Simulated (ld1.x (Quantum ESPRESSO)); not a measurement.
The numbers below are computed, except where a source is named.
**Potentials for tin compared**

Generated with ld1.x 7.5 (TM, RRKJ, ultrasoft, PAW), atompaw 4.2 or ONCVPSP 4.0.1. The cutoff is in Ry: for ld1.x and atompaw files where the sum of valence levels is converged to 10 mRy in a Bessel basis, for ONCV files where the hardest occupied wave has 1 mHa per electron of residual kinetic energy. The error is the largest all-electron minus pseudo excitation energy over each file’s own four to seven test configurations (ionisations up to +4, promotions, holes and added fractions of an electron), all of which were solved. The labels leave out finer settings (local radius, basis sizes, second energies), which also bear on the numbers. Spin-polarised tests are not counted. The rows are a selection from randomly drawn settings: files with unsolved tests, undetermined cutoffs or missed reference levels are left out.

A true bound ghost makes a file unfit for plane-wave use even where its test errors are small: the radial tests pick states by their node count and pass the ghost by.

```tsv
potential	cutoff (Ry)	largest error (meV)	bound ghosts
TM, PBE, scalar-relativistic, rc 2.15/2.85/1.15 (spd), local s, core correction yes, reference 4d10 5s2 5p2	100	-117	none
TM, LDA (PZ), scalar-relativistic, rc 1.90/1.80 (sp), local s, core correction no, reference 5s2 5p2	30	+285	p
TM, PW91, scalar-relativistic, rc 1.70/2.65 (sp), local smoothed, core correction no, reference 5s2 5p2	25	+185	none
TM, PBE, scalar-relativistic, rc 2.00/2.70/2.95 (spd), local smoothed, core correction yes, reference 5s2 5p2	18	-334	none
TM, BP86, scalar-relativistic, rc 2.10/1.70/1.30 (spd), local d, core correction no, reference 4d10 5s2 5p1	90	-172	s, p
```

Problem. Fill in the row for Sn: TM semilocal, PBE, scalar-relativistic, rc 1.55/2.00 (sp), local p, core correction yes, reference 5s2 5p2.

Solution. cutoff 35 Ry, largest error -322 meV, bound ghosts: none.

Problem. Fill in the row for Sn: TM semilocal, LDA (PZ), scalar-relativistic, rc 1.55/2.45 (sp), local p, core correction yes, reference 5s2 5p0.5.

Solution. cutoff 45 Ry, largest error -45 meV, bound ghosts: none.

Problem. Fill in the row for Sn: TM, PBEsol, fully relativistic, rc 2.05/1.85 (sp), local s, core correction no, reference 5s2 5p2.

Solution. cutoff 30 Ry, largest error +39 meV, bound ghosts: none.
